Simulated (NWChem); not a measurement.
System: BH$_{2}$F; SMILES BF

Parts of the log:

```
             Northwest Computational Chemistry Package (NWChem) 7.3.0
             --------------------------------------------------------

                             Geometry "geometry" -> ""
                             -------------------------

 Output coordinates in angstroms (scale by  1.889725989 to convert to a.u.)

  No.       Tag          Charge          X              Y              Z
 ---- ---------------- ---------- -------------- -------------- --------------
    1 B                    5.0000     0.00000000     0.00000000     0.66137400
    2 H                    1.0000     0.00000000    -1.05775300     1.22023100
    3 H                    1.0000     0.00000000     1.05775300     1.22023100
    4 F                    9.0000     0.00000000     0.00000000    -0.66241400

 Effective nuclear repulsion energy (a.u.)      27.0730069239

                              NWChem Property Module
                              ----------------------

  itol2e modified to match energy
  convergence criterion.

                                 NWChem DFT Module
                                 -----------------

 Summary of "ao basis" -> "ao basis" (spherical)
 ------------------------------------------------------------------------------
       Tag                 Description            Shells   Functions and Types
 ---------------- ------------------------------  ------  ---------------------
 B                          cc-pvtz                 10       30   4s3p2d1f
 H                          cc-pvtz                  6       14   3s2p1d
 F                          cc-pvtz                 10       30   4s3p2d1f

  itol2e modified to match energy
  convergence criterion.

            General Information
            -------------------
          SCF calculation type: DFT
          Wavefunction type:  closed shell.
          No. of atoms     :     4
          No. of electrons :    16
           Alpha electrons :     8
            Beta electrons :     8
          Charge           :     0
          Spin multiplicity:     1
          Use of symmetry is: off; symmetry adaption is: off
          Maximum number of iterations: 150
          AO basis - number of functions:    88
                     number of shells:    32
          Convergence on energy requested:  1.00D-07
          Convergence on density requested:  1.00D-05
          Convergence on gradient requested:  5.00D-04

[...]

          -----------------------
          Electric field gradient
          -----------------------

 1 a.u. = 0.324123 10**(16) esu/cm**3  ( or statvolts/cm**2 ) = 0.97174 10**(22) v/m**2

 ------------------------------------------------------------
   Atom      X         Y         Z
 ------------------------------------------------------------
    1 B    0.00000   0.00000   1.24982
 ------------------------------------------------------------

 Electric field gradient in molecular frame (a.u.)
         XX             YY             ZZ             XY             XZ             YZ
 ------------------------------------------------------------------------------------------
       -0.526112       0.396699       0.129413      -0.000000       0.000000       0.000000

 Principal components (a.u.) and orientation
 of principal axis w.r.t. absolute frame                      Asymmetry parameter eta
 --------------------------------------------------------------------------------------
       -0.526112       0.396699       0.129413                       0.508040

        1.000000       0.000000       0.000000
        0.000000       1.000000      -0.000000
       -0.000000       0.000000       1.000000

 ------------------------------------------------------------
   Atom      X         Y         Z
 ------------------------------------------------------------
    2 H    0.00000  -1.99886   2.30590
 ------------------------------------------------------------

 Electric field gradient in molecular frame (a.u.)
         XX             YY             ZZ             XY             XZ             YZ
 ------------------------------------------------------------------------------------------
        0.090086      -0.124617       0.034531      -0.000000       0.000000       0.119031

 Principal components (a.u.) and orientation
 of principal axis w.r.t. absolute frame                      Asymmetry parameter eta
 --------------------------------------------------------------------------------------
       -0.188222       0.098137       0.090086                       0.042773

        0.000000       0.000000       1.000000
        0.881976       0.471294      -0.000000
       -0.471294       0.881976      -0.000000

 ------------------------------------------------------------
   Atom      X         Y         Z
 ------------------------------------------------------------
    3 H    0.00000   1.99886   2.30590
 ------------------------------------------------------------

 Electric field gradient in molecular frame (a.u.)
         XX             YY             ZZ             XY             XZ             YZ
 ------------------------------------------------------------------------------------------
        0.090086      -0.124617       0.034531      -0.000000      -0.000000      -0.119031

 Principal components (a.u.) and orientation
 of principal axis w.r.t. absolute frame                      Asymmetry parameter eta
 --------------------------------------------------------------------------------------
       -0.188222       0.098137       0.090086                       0.042773

        0.000000      -0.000000       1.000000
        0.881976      -0.471294      -0.000000
        0.471294       0.881976       0.000000

 ------------------------------------------------------------
   Atom      X         Y         Z
 ------------------------------------------------------------
    4 F    0.00000   0.00000  -1.25178
 ------------------------------------------------------------

[...]
```

Level: CAM-B3LYP/cc-pVTZ. Geometry: optimised at B3LYP/6-31G* (spherical d). NWChem prints the field gradient with the sign opposite to the second derivative of the potential.

Task: Which NWChem input produces such a log?

Result: One answer among several that fit: the input that was run:
```
start job
memory heap 200 mb stack 900 mb global 1100 mb
geometry units angstroms noautosym nocenter noautoz
  B      0.000000     0.000000     0.661374
  H      0.000000    -1.057753     1.220231
  H      0.000000     1.057753     1.220231
  F      0.000000     0.000000    -0.662414
end
basis spherical
  * library cc-pvtz
end
dft
  xc xcamb88 1.00 lyp 0.81 vwn_5 0.19 hfexch 1.00
  cam 0.33 cam_alpha 0.19 cam_beta 0.46
  iterations 150
end
property
  efieldgrad
end
task dft property
```
